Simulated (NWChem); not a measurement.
Species: CH4Al cation; SMILES [CH3][AlH+]

Program: NWChem. Medium grid unless said otherwise, to which SCAN and Minnesota functionals are sensitive. The geometry was optimised at PBE0-D3(BJ)/def2-TZVP.

**Question.** Predict the results for M06-L/def2-TZVP. Quantities: highest occupied level (eV); orbital gap (eV).

**Answer.** 
```
Property                      Value
---------------------------  ------
highest occupied level (eV)  -13.90
orbital gap (eV)               6.24
```
